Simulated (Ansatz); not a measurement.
Geometry optimisation, Ansatz, RKS PBE0-D4/STO-3G.

Input file:

```yaml
crystal:
  periodic: [false, false, false]
  atoms:
    - { symbol: C, position_ang: [-0.5967, -2.2464, 0.2198] }
    - { symbol: "N", position_ang: [-0.9108, -0.9586, 0.0321] }
    - { symbol: C, position_ang: [0.2011, -0.1668, -0.4245] }
    - { symbol: "N", position_ang: [0.5337, -0.4545, -1.811] }
    - { symbol: O, position_ang: [0.0686, 1.2245, -0.3646] }
    - { symbol: Si, position_ang: [0.0054, 1.9609, 1.1499] }
    - { symbol: H, position_ang: [0.3747, -2.6509, 0.0412] }
    - { symbol: H, position_ang: [-1.4034, -2.867, 0.5363] }
    - { symbol: H, position_ang: [1.1492, -0.4295, 0.1812] }
    - { symbol: H, position_ang: [1.065, 0.2813, -2.1251] }
    - { symbol: H, position_ang: [-0.4506, -0.2822, -2.2267] }
    - { symbol: H, position_ang: [-1.2997, 1.7483, 1.8019] }
    - { symbol: H, position_ang: [0.2037, 3.4274, 0.9901] }
    - { symbol: H, position_ang: [1.0467, 1.3844, 2.0282] }
basis:
  gaussian: { orbitals: STO-3G }
hamiltonian:
  xc: pbe0
  dispersion: d4
relax:
  f_tol: 0.02
  max_steps: 40
output:
  orbitals: {}
```

Command:

```bash
$ ansatz run input.yaml --threads 1 --pin off --max-ram 2048MiB --backend cpu --events-out ev --progress --plain --runs-dir out
```

Q: Where does it end, and by what steps?

A: The forces met the threshold. Limits of this set-up: minimal basis. After 22 steps the energy has fallen by 1.127 eV; H7 moved furthest, 1.15 Å.

| step | energy less start (eV) | largest force component (eV/Å) | accepted |
| --- | --- | --- | --- |
| 0 | 0.0000 | 5.513 | yes |
| 1 | -0.8701 | 1.041 | yes |
| 2 | -0.6905 | 2.668 | no |
| 3 | -0.9432 | 0.549 | yes |
| 4 | -0.9723 | 0.303 | yes |
| 5 | -0.9866 | 0.257 | yes |
| 6 | -0.9920 | 0.171 | yes |
| 7 | -1.0094 | 0.438 | yes |
| 8 | -1.0106 | 0.980 | yes |
| 9 | -1.0645 | 0.544 | yes |
| 10 | -1.0886 | 0.309 | yes |
| 11 | -1.0881 | 0.660 | no |
| 12 | -1.1036 | 0.210 | yes |
| 13 | -1.1125 | 0.282 | yes |
| 14 | -1.1186 | 0.177 | yes |
| 15 | -1.1227 | 0.296 | yes |
| 16 | -1.1235 | 0.181 | yes |
| 17 | -1.1246 | 0.168 | yes |
| 18 | -1.1258 | 0.070 | yes |
| 19 | -1.1259 | 0.156 | yes |
| 20 | -1.1270 | 0.031 | yes |
| 21 | -1.1270 | 0.023 | yes |
| 22 | -1.1271 | 0.015 | yes |

```xyz
14
Properties=species:S:1:pos:R:3
C -0.660 -1.974 0.283
N -0.214 -0.811 0.653
C 0.614 -0.091 -0.422
N 0.420 -0.655 -1.797
O 0.241 1.294 -0.389
Si -0.203 1.790 1.207
H -0.454 -2.407 -0.713
H -1.279 -2.552 0.988
H 1.686 -0.259 -0.137
H 1.214 -0.260 -2.366
H -0.419 -0.136 -2.173
H -1.559 1.449 1.573
H -0.131 3.230 1.102
H 0.730 1.353 2.220
```

The run took 89 s on 1 thread of Arm Neoverse V1 (shared host), peak memory 0.15 GiB.
